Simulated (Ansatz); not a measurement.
Species: CH₅BO₂, charge 0, singlet. CH5BO2 (SMILES OB(C)O).
B3LYP-D3(BJ)/def2-TZVP minimum from Ansatz (a program for electronic structure):
```xyz
9

B      0.0752     0.0660     0.0008
C     -1.1664    -0.9119    -0.0800
H     -0.8908    -1.8555    -0.5603
H     -2.0145    -0.5019    -0.6320
H     -1.5241    -1.1669     0.9223
O      0.0793     1.3253    -0.5308
H     -0.7457     1.5593    -0.9621
O      1.2421    -0.2900     0.6206
H      1.2262    -1.1763     0.9896
```
Charge 0, spin multiplicity 1.

Atomisation energy term by term, kcal/mol (programs: Ansatz). Radicals and triplets start from unrestricted determinants; spin-orbit coupling is neglected. Cores are frozen in correlated methods. Rows without X2C or -DK are non-relativistic. CBS(X,Y): correlation extrapolated as X^-3, Hartree-Fock from the larger set. A bracket is a step between two methods taken in the basis named. 'core' is core correlation in cc-pwCVTZ, 'X2C' scalar relativity in cc-pVTZ-DK, both at CCSD(T). Where a partner has so few electrons that a lower coupled-cluster level is exact, that level stands in.

| term | basis | kcal/mol |
|---|---|---|
| Hartree-Fock | cc-pVQZ | 661.46 |
| CCSD correlation | CBS(cc-pVTZ,cc-pVQZ) | 214.35 |
| (T) | CBS(cc-pVTZ,cc-pVQZ) | 13.45 |
| CCSDT(Q) - CCSD(T) | cc-pVDZ | 0.72 |
| core correlation | cc-pwCVTZ | 3.38 |
| scalar relativity | X2C, cc-pVTZ-DK | -0.83 |
| sum: De |  | 892.5 |
